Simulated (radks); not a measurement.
Values are calculated unless marked as measured or tabulated.
Lu I, configuration [Xe] 4f14 5d1 6s2. Code: a radial shooting solver on a logarithmic mesh with Libxc functionals. Model: scalar-relativistic Kohn-Sham, r2SCAN, spin-polarised, spherical densities, finite nucleus; open shells are filled with parallel spins first (spin-orbit coupling, left out, can overturn this in heavy ions); meta-GGA in the generalised Kohn-Sham scheme; Fermi nuclear charge, rms radius 5.37 fm; hard spherical wall at 20 bohr.

Normalised radial functions P(r) = r R(r), r in bohr:

r         5p down   4f up    5d up
0.001344   0.0022  0.0000   0.0000
0.001851   0.0038  0.0000   0.0000
0.002548   0.0066  0.0000   0.0000
0.00351    0.0112  0.0000   0.0001
0.004833   0.0189  0.0000   0.0002
0.006656   0.0316  0.0000   0.0005
0.009239   0.0524  0.0000   0.0011
0.01272    0.0830  0.0001   0.0026
0.01752    0.1253  0.0005   0.0059
0.02413    0.1758  0.0015   0.0128
0.03323    0.2199  0.0045   0.0266
0.04576    0.2260  0.0131   0.0511
0.06302    0.1506  0.0357   0.0884
0.08679   -0.0283  0.0898   0.1320
0.1195    -0.2467  0.2041   0.1565
0.1646    -0.3223  0.4083   0.1196
0.2267    -0.0865  0.7001  -0.0054
0.3122     0.3342  1.0050  -0.1694
0.4299     0.4790  1.1851  -0.2397
0.592      0.0589  1.1324  -0.1140
0.8152    -0.6080  0.8930   0.1597
1.123     -0.9708  0.5962   0.4338
1.559     -0.8267  0.3354   0.5861
2.146     -0.4461  0.1620   0.5867
2.956     -0.1523  0.0652   0.4953
4.07      -0.0344  0.0217   0.3581
5.605     -0.0040  0.0052   0.2079
7.719     -0.0002  0.0008   0.0903
10.63     0.0000  0.0001   0.0275
14.64     0.0000  0.0000   0.0053

5p down: eigenvalue -32.491 eV, 3 radial nodes at r = 0.0832, 0.243, 0.609 bohr, <r> = 1.39 bohr, 90 % of the charge inside 2.04 bohr. 4f up: eigenvalue -9.748 eV, 0 radial nodes, <r> = 0.725 bohr, 90 % of the charge inside 1.25 bohr. 5d up: eigenvalue -1.911 eV, 2 radial nodes at r = 0.224, 0.685 bohr, <r> = 2.85 bohr, 90 % of the charge inside 4.83 bohr.
